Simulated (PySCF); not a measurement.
hafnium atom (Hf), triplet (core potentials on Hf); TPSS/def2-SVP run with PySCF.

PySCF was given this input:
```python
from pyscf import gto, scf, dft

mol = gto.Mole()
mol.atom = '''
    Hf    0.00000000    0.00000000    0.00000000
'''
mol.basis = 'def2-svp'
mol.ecp = {'Hf': 'def2-svp'}
mol.spin = 2
mol.verbose = 4
mol.build()

mf = dft.UKS(mol)
mf.xc = 'tpss'
mf.level_shift = 1.0
mf.max_cycle = 100
mf.kernel()
```

It wrote (shortened):

```
PySCF version 2.14.0

[INPUT] verbose = 4
[INPUT] num. atoms = 1
[INPUT] num. electrons = 12
[INPUT] charge = 0
[INPUT] spin (= nelec alpha-beta = 2S) = 2
[INPUT] symmetry False subgroup None
[INPUT] Mole.unit = angstrom
[INPUT] Symbol           X                Y                Z      unit          X                Y                Z       unit  Magmom
[...]
nuclear repulsion = 0
number of shells = 12
number of NR pGTOs = 57
number of NR cGTOs = 32
basis = def2-svp
ecp = {'Hf': 'def2-svp'}

******** <class 'pyscf.dft.uks.UKS'> ********
method = UKS
initial guess = minao
damping factor = 0
level_shift factor = 1.0
DIIS = <class 'pyscf.scf.diis.CDIIS'>
diis_start_cycle = 1
diis_space = 8
diis_damp = 0
SCF conv_tol = 1e-09
SCF conv_tol_grad = None
SCF max_cycles = 100
direct_scf = True
direct_scf_tol = 1e-13
number electrons alpha = 7  beta = 5
XC library pyscf.dft.libxc version 7.1.2
    S. Lehtola, C. Steigemann, M. J. T. Oliveira, and M. A. L. Marques,  SoftwareX 7, 1–5 (2018)
XC functionals = tpss
    J. Tao, J. P. Perdew, V. N. Staroverov, and G. E. Scuseria,  Phys. Rev. Lett. 91, 146401 (2003)
    J. P. Perdew, J. Tao, V. N. Staroverov, and G. E. Scuseria,  J. Chem. Phys. 120, 6898 (2004)
    J. Tao, J. P. Perdew, V. N. Staroverov, and G. E. Scuseria,  Phys. Rev. Lett. 91, 146401 (2003)
    J. P. Perdew, J. Tao, V. N. Staroverov, and G. E. Scuseria,  J. Chem. Phys. 120, 6898 (2004)
radial grids:
    Treutler-Ahlrichs [JCP 102, 346 (1995); DOI:10.1063/1.469408] (M4) radial grids

becke partition: Becke, JCP 88, 2547 (1988); DOI:10.1063/1.454033
pruning grids: <function nwchem_prune>
grids dens level: 3
symmetrized grids: False
atomic radii adjust function: <function treutler_atomic_radii_adjust>
small_rho_cutoff = 0
Set gradient conv threshold to 3.16228e-05
tot grids = 23792
init E= -35.4795470330957

cycle= 1 E= -47.817670444883  delta_E= -12.3  |g|= 0.425  |ddm|= 4.74
cycle= 2 E= -47.8386359782854  delta_E= -0.021  |g|= 0.0578  |ddm|= 0.314
cycle= 3 E= -47.8422546923969  delta_E= -0.00362  |g|= 0.0354  |ddm|= 0.107
cycle= 4 E= -47.8438084177531  delta_E= -0.00155  |g|= 0.0271  |ddm|= 0.0726
cycle= 5 E= -47.8447336494902  delta_E= -0.000925  |g|= 0.022  |ddm|= 0.0488
cycle= 6 E= -47.8453155855461  delta_E= -0.000582  |g|= 0.0192  |ddm|= 0.0367
cycle= 7 E= -47.8457567586035  delta_E= -0.000441  |g|= 0.0166  |ddm|= 0.0276
cycle= 8 E= -47.8461031079444  delta_E= -0.000346  |g|= 0.0144  |ddm|= 0.0227
[...]
cycle= 72 E= -47.8503846968989  delta_E= -1.46e-05  |g|= 0.00702  |ddm|= 0.00688
cycle= 73 E= -47.8504023925981  delta_E= -1.77e-05  |g|= 0.00652  |ddm|= 0.00612
cycle= 74 E= -47.8504155085712  delta_E= -1.31e-05  |g|= 0.00661  |ddm|= 0.00644
cycle= 75 E= -47.8504321883098  delta_E= -1.67e-05  |g|= 0.00594  |ddm|= 0.00568
cycle= 76 E= -47.8504510648654  delta_E= -1.89e-05  |g|= 0.00464  |ddm|= 0.00437
cycle= 77 E= -47.8504671605111  delta_E= -1.61e-05  |g|= 0.00354  |ddm|= 0.00345
cycle= 78 E= -47.8504748625319  delta_E= -7.7e-06  |g|= 0.00428  |ddm|= 0.00479
cycle= 79 E= -47.8504860017734  delta_E= -1.11e-05  |g|= 0.00426  |ddm|= 0.00375
cycle= 80 E= -47.8504927639043  delta_E= -6.76e-06  |g|= 0.00495  |ddm|= 0.00486
cycle= 81 E= -47.850504555124  delta_E= -1.18e-05  |g|= 0.00445  |ddm|= 0.00393
cycle= 82 E= -47.850513482862  delta_E= -8.93e-06  |g|= 0.00453  |ddm|= 0.00397
cycle= 83 E= -47.8505200161656  delta_E= -6.53e-06  |g|= 0.00497  |ddm|= 0.00459
cycle= 84 E= -47.8505251542079  delta_E= -5.14e-06  |g|= 0.00551  |ddm|= 0.00508
cycle= 85 E= -47.8505328805384  delta_E= -7.73e-06  |g|= 0.00546  |ddm|= 0.0048
cycle= 86 E= -47.850541019304  delta_E= -8.14e-06  |g|= 0.00527  |ddm|= 0.00454
cycle= 87 E= -47.8505450652647  delta_E= -4.05e-06  |g|= 0.00567  |ddm|= 0.00525
cycle= 88 E= -47.8505550171074  delta_E= -9.95e-06  |g|= 0.00499  |ddm|= 0.00416
cycle= 89 E= -47.8505608080884  delta_E= -5.79e-06  |g|= 0.00489  |ddm|= 0.00457
cycle= 90 E= -47.8505688772368  delta_E= -8.07e-06  |g|= 0.00437  |ddm|= 0.00377
cycle= 91 E= -47.8505749179817  delta_E= -6.04e-06  |g|= 0.00416  |ddm|= 0.00376
cycle= 92 E= -47.8505813721199  delta_E= -6.45e-06  |g|= 0.0038  |ddm|= 0.00328
cycle= 93 E= -47.8505846664478  delta_E= -3.29e-06  |g|= 0.00408  |ddm|= 0.00369
cycle= 94 E= -47.8505885751893  delta_E= -3.91e-06  |g|= 0.00412  |ddm|= 0.00363
cycle= 95 E= -47.8505888206757  delta_E= -2.45e-07  |g|= 0.00478  |ddm|= 0.00441
cycle= 96 E= -47.8505936071976  delta_E= -4.79e-06  |g|= 0.00443  |ddm|= 0.00379
cycle= 97 E= -47.8505970616548  delta_E= -3.45e-06  |g|= 0.00432  |ddm|= 0.00371
cycle= 98 E= -47.8505986961995  delta_E= -1.63e-06  |g|= 0.00447  |ddm|= 0.00403
cycle= 99 E= -47.8506010472412  delta_E= -2.35e-06  |g|= 0.00446  |ddm|= 0.00383
cycle= 100 E= -47.8506036782009  delta_E= -2.63e-06  |g|= 0.00433  |ddm|= 0.00371
SCF not converged.
SCF energy = -47.8506036782009 after 100 cycles  <S^2> = 2.0040729  2S+1 = 3.002714
```

Convergence was not reached.
